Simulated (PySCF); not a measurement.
Constitutional and geometric isomers with formula CH3BO. Gas-phase values, no solvent. One relaxed conformer stands for each flexible species; it need not be the lowest. Strings in code marks are SMILES.

The brightest of the four lowest singlets (TDA) from two functionals at the same geometries (B3LYP-D3(BJ)/def2-TZVP), both in PySCF: PBE-D3(BJ)/def2-TZVP and B3LYP-D3(BJ)/def2-TZVP. B3LYP has the VWN-RPA correlation part, as in Gaussian. Excitations are Tamm–Dancoff values on a coarser integration grid. The basis has no diffuse functions, so Rydberg states are missing or too high.

| species | PBE-D3(BJ)/def2-TZVP (eV) | B3LYP-D3(BJ)/def2-TZVP (eV) |
|---|---|---|
| `BC=O` (H–B–C–O torsion 86°) | 6.89 | 7.56 |
| `B1OC1` | 7.92 | 8.24 |
| `C=BO` (C–B–O–H torsion 180°) | 6.16 | 6.37 |

Over these rows, drawn at random from the members with no instability flagged (it was tested for open shells, ions and some series alone), PBE minus B3LYP-D3(BJ): mean -0.40 eV, from -0.67 eV to -0.21 eV.
